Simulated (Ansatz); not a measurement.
`N[SiH2]O[SiH](N)F` at its PBE0-D4/def2-TZVP geometry, where that method's forces vanish. Charge 0, multiplicity 1.

```json
{"atom": "N1", "x (Å)": "-1.283", "y (Å)": "-0.571", "z (Å)": "-1.292"}
{"atom": "Si2", "x (Å)": "0.228", "y (Å)": "0.174", "z (Å)": "-1.627"}
{"atom": "O3", "x (Å)": "0.921", "y (Å)": "0.785", "z (Å)": "-0.278"}
{"atom": "Si4", "x (Å)": "0.922", "y (Å)": "0.659", "z (Å)": "1.340"}
{"atom": "N5", "x (Å)": "-0.061", "y (Å)": "-0.648", "z (Å)": "1.776"}
{"atom": "F6", "x (Å)": "0.409", "y (Å)": "2.061", "z (Å)": "1.911"}
{"atom": "H7", "x (Å)": "-1.418", "y (Å)": "-1.544", "z (Å)": "-1.512"}
{"atom": "H8", "x (Å)": "-2.146", "y (Å)": "-0.056", "z (Å)": "-1.362"}
{"atom": "H9", "x (Å)": "0.065", "y (Å)": "1.320", "z (Å)": "-2.553"}
{"atom": "H10", "x (Å)": "1.108", "y (Å)": "-0.875", "z (Å)": "-2.193"}
{"atom": "H11", "x (Å)": "2.288", "y (Å)": "0.510", "z (Å)": "1.872"}
{"atom": "H12", "x (Å)": "-0.187", "y (Å)": "-0.937", "z (Å)": "2.731"}
{"atom": "H13", "x (Å)": "-0.846", "y (Å)": "-0.880", "z (Å)": "1.186"}
```

Task: For each bond, give half the difference of the two atoms' forces along it (eV/Å; positive pushes the atoms apart) under PBE-D4, r2SCAN-D4, B3LYP-D4, ωB97M-V in def2-TZVPP. (Estimate.)

Result: Ansatz gave: 
```
   bond  length (Å)  PBE-D4  r2SCAN-D4  B3LYP-D4  ωB97M-V
 N1–Si2       1.718    0.04       0.00      0.12     0.09
  N1–H7       1.007    0.19       0.02     -0.02    -0.02
  N1–H8       1.007    0.19       0.02     -0.02    -0.03
 Si2–O3       1.636    0.16       0.02      0.08     0.08
 Si2–H9       1.482    0.00      -0.03     -0.14    -0.16
Si2–H10       1.483    0.00      -0.03     -0.12    -0.16
 O3–Si4       1.622    0.19       0.03      0.06     0.07
 Si4–N5       1.693   -0.03       0.00      0.08     0.07
 Si4–F6       1.599    0.44       0.04      0.16     0.12
Si4–H11       1.474   -0.07      -0.06     -0.19    -0.24
 N5–H12       1.006    0.17       0.02     -0.01    -0.02
 N5–H13       1.009    0.19       0.01     -0.04    -0.05
```

B3LYP here is the variant with VWN-RPA as its local correlation; programs differ in this.
